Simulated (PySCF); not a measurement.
## V⁺: ionisation energy

V⁺ [Ar] 3d4 [3d3/2^4, M_J = 0] → V²⁺ [Ar] 3d3 [3d3/2^3, M_J = 3/2], as a difference of total energies. All numbers are calculated (PySCF 2.14, the two-component X2C-1e Hamiltonian, in x2c-QZVPPall-2c). Correlated levels: [Ne] frozen; the 8 highest virtual spinors dropped. "Screened" scales the spin-orbit matrix elements by Boettger's factors to mimic the two-electron term; Breit and QED terms are absent.

```
                    method  ionisation energy (eV)
           GHF (spin-free)                  13.255
          GMP2 (spin-free)                  14.687
 GHF (screened spin-orbit)                  13.239
GMP2 (screened spin-orbit)                  14.671
```

Q: How much does correlation contribute at GMP2 (screened spin-orbit)?

A: 14.671 − (13.239) = 1.432 eV, measured against GHF (screened spin-orbit).

Errors of the correlated levels include the incompleteness of this basis and the frozen core.

The labels give the starting determinants; with spin-orbit coupling the two ends relaxed to ⟨J²⟩ = 3.96, ⟨L²⟩ = 6.01, ⟨S²⟩ = 6.00 and ⟨J²⟩ = 6.69, ⟨L²⟩ = 12.00, ⟨S²⟩ = 3.75.

The determinant of V⁺ and of V²⁺ mixes levels of different J (the jj label is only the starting occupation), so the difference between spin-free and spin-orbit rows is not the physical spin-orbit shift.

For comparison: 14.634 ± 0.007 eV (measured; NIST Atomic Spectra Database, ionization energies).
